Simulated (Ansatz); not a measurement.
Reaction (ligand exchange at the Si–O bond): `CO[SiH2]Cl` + `C[SiH](S)Cl` → `C[SiH](Cl)S[SiH2]Cl` + CH₃OH

Isolated molecules relaxed with PBE0-D4/def2-TZVP in Ansatz; ΔE leaves out vibrations. CCSD(T)/CBS adds triple-zeta CCSD(T) − MP2 to the extrapolated MP2 energy (def2 sets, frozen cores). This one scheme is used for every species. DFT in def2-TZVPP. Each species was taken in one conformer, which may not be the lowest.

`CO[SiH2]Cl`:

Cartesian coordinates in Å:
```
C 1.039 0.885 0.222
O -0.314 0.731 -0.156
Si -1.113 -0.685 -0.151
Cl -0.264 -2.016 -1.469
H 1.254 1.952 0.279
H 1.704 0.428 -0.516
H 1.235 0.434 1.202
H -2.490 -0.397 -0.592
H -1.050 -1.332 1.181
```

`C[SiH](S)Cl`:

Cartesian coordinates in Å:
```
C -0.999 0.638 0.082
Si 0.459 -0.311 -0.562
S 2.149 -0.189 0.725
Cl -0.135 -2.265 -0.845
H -0.735 1.689 0.212
H -1.323 0.237 1.045
H -1.835 0.565 -0.618
H 0.952 0.195 -1.863
H 1.467 -0.560 1.823
```

`C[SiH](Cl)S[SiH2]Cl`:

```xyz
12

C     0.823   -1.068   -2.020
Si    0.472   -0.583   -0.268
Cl   -0.725   -1.999    0.627
S    -0.518    1.311   -0.331
Si   -1.119    1.538    1.694
Cl    0.460    1.367    2.994
H    -0.104   -1.156   -2.589
H     1.340   -2.030   -2.044
H     1.459   -0.318   -2.498
H     1.692   -0.491    0.560
H    -2.115    0.520    2.084
H    -1.665    2.908    1.791
```

CH₃OH:

Cartesian coordinates in Å:
```
C 0.334 0.121 -0.029
O -1.035 0.159 0.304
H 0.759 1.083 0.257
H 0.499 -0.019 -1.104
H 0.874 -0.665 0.514
H -1.432 -0.679 0.059
```

```tsv
level	ΔE (kcal/mol)
r2SCAN-D4	8.7
B2PLYP	11.0
PBE	7.7
r2SCAN	9.1
```

What does CCSD(T)/CBS give? (Estimate.)

The calculation gave: +8.7 kcal/mol. The listed levels differ from it by 0.0, 2.3, -1.0, 0.4 kcal/mol.

Largest T1 diagnostic among the species: 0.010.

In def2-TZVPP, CCSD(T) changes the Hartree–Fock value by −4.6 kcal/mol (the triples alone add −0.9 kcal/mol) and MP2 by −5.7 kcal/mol. The D4 term adds −2.7 kcal/mol with B3LYP and −1.5 kcal/mol with PBE0; it sums over pairs of atoms, weighted by their polarisabilities, and B3LYP, whose exchange is more repulsive, gets the larger term.

B3LYP here is the variant with VWN-RPA as its local correlation; programs differ in this.
